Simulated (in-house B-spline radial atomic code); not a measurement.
Whole-atom quantities along the 13-electron series, configuration 1s2 2s2 2p6 3s2 3p1/2(1). Breit and QED terms are first order and not part of the total energy; the density at the nucleus is averaged over the nuclear charge. Computed with an all-electron radial atomic-structure program (B-spline basis): Dirac-Hartree-Fock, jj configuration that fills j = l - 1/2 first, finite nuclei.

```tsv
ion	Z	E/Z² (Eh)	Σ<r²> (bohr²)	n(0)/Z³ (bohr⁻³)	Lamb diamagnetic shielding (ppm)	repulsion over attraction	Breit energy (eV)	self-energy (eV)	vacuum polarisation (eV)
Cd35+	48	-1.9895	0.46382	1.3974	3681.76	0.052647	90.426	78.82	-9.7961
In36+	49	-1.9965	0.44114	1.4366	3772.54	0.051572	96.644	84.732	-10.695
Sn37+	50	-2.0035	0.42	1.4763	3864.03	0.050536	103.15	90.966	-11.659
Sb38+	51	?	?	?	?	?	?	?	?
Te39+	52	-2.0172	0.38183	1.5597	4049.2	0.048575	117.06	104.45	-13.798
I40+	53	?	?	?	?	?	?	?	?
Xe41+	54	?	?	?	?	?	?	?	?
Cs42+	55	-2.0373	0.33318	1.7034	4332.88	0.04588	140.3	127.4	-17.602
Ba43+	56	-2.0439	0.31888	1.7548	4429.13	0.04504	148.71	135.83	-19.047
La44+	57	-2.0504	0.30543	1.8097	4526.28	0.044227	157.46	144.68	-20.59
Ce45+	58	-2.0569	0.29275	1.8668	4624.35	0.04344	166.57	153.97	-22.236
```

Problem. Fill in the row of Sb38+.

Solution. E/Z² (Eh): -2.0104; Σ<r²> (bohr²): 0.40028; n(0)/Z³ (bohr⁻³): 1.518; Lamb diamagnetic shielding (ppm): 3956.24; repulsion over attraction: 0.049538; Breit energy (eV): 109.96; self-energy (eV): 97.532; vacuum polarisation (eV): -12.692.

Problem. Fill in the row of I40+.

Solution. E/Z² (Eh): -2.024; Σ<r²> (bohr²): 0.36457; n(0)/Z³ (bohr⁻³): 1.6063; Lamb diamagnetic shielding (ppm): 4142.94; repulsion over attraction: 0.047646; Breit energy (eV): 124.49; self-energy (eV): 111.72; vacuum polarisation (eV): -14.983.

Problem. Fill in the row of Xe41+.

Solution. E/Z² (Eh): -2.0306; Σ<r²> (bohr²): 0.34838; n(0)/Z³ (bohr⁻³): 1.6533; Lamb diamagnetic shielding (ppm): 4237.49; repulsion over attraction: 0.046748; Breit energy (eV): 132.23; self-energy (eV): 119.36; vacuum polarisation (eV): -16.249.

Problem. With what power of Z does the column «Breit energy (eV)» change over this range?

Solution. A fit of the logarithm of its size against log Z from Z = 48 to 58 has slope 3.23.
